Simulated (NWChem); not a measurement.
System: C3H6O; SMILES C1OCC1

Input file for NWChem:

```
start job
memory heap 200 mb stack 900 mb global 1100 mb
geometry units angstroms noautoz
  C      0.000000     0.000000     1.067013
  C      0.000000     1.025267    -0.073890
  O      0.000000     0.000000    -1.062901
  C      0.000000    -1.025267    -0.073890
  H      0.894540     0.000000     1.704708
  H     -0.894540     0.000000     1.704708
  H     -0.895206     1.670225    -0.137585
  H      0.895206     1.670225    -0.137585
  H      0.895206    -1.670225    -0.137585
  H     -0.895206    -1.670225    -0.137585
end
basis spherical
  * library 6-31g*
end
dft
  xc b3lyp
  iterations 150
  mulliken
end
task dft energy
```

Structure relaxed at the PBE0/def2-SVP level.

Question: Predict the main results of this run. (B3LYP/6-31G* (spherical d).) Quantities: basis functions; energy (Ha); highest occupied level (eV); orbital gap (eV); dipole (D).

Answer: 
- number of basis functions = 68
- energy (Ha) = -193.10
- highest occupied level (eV) = -6.58
- orbital gap (eV) = 9.07
- dipole (D) = 1.90
